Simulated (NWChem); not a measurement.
# Lowest excitation of H3O3Sb

```
Sb
O 1 1.9719
H 2 0.9691 1 107.39
O 1 1.9779 2 99.41 3 89.52
H 4 0.9672 1 111.80 2 -34.86
O 1 1.9919 2 87.50 3 -7.87
H 6 0.9647 1 114.02 2 170.52
```
Charge 0, spin multiplicity 1.

All runs are NWChem calculations. All single points use one geometry, from PBE0/def2-SVP with def2 effective core potentials on Sb, a minimum by its harmonic frequencies. It is one conformer; others weren't searched.

Basis set: def2-SVP.

Effective core potentials replace the inner electrons of Sb; spin-orbit coupling is left out. B3LYP has NWChem's definition, with VWN1-RPA local correlation. The structure started from a generated list of species.

**Question.** Order these methods by the lowest vertical singlet excitation energy they give, lowest first: CIS, TD-B3LYP, TDA-BHandHLYP, TD-PBE.

**Answer.** TD-PBE (5.25 eV), TD-B3LYP (5.79 eV), TDA-BHandHLYP (6.52 eV), CIS (7.24 eV)
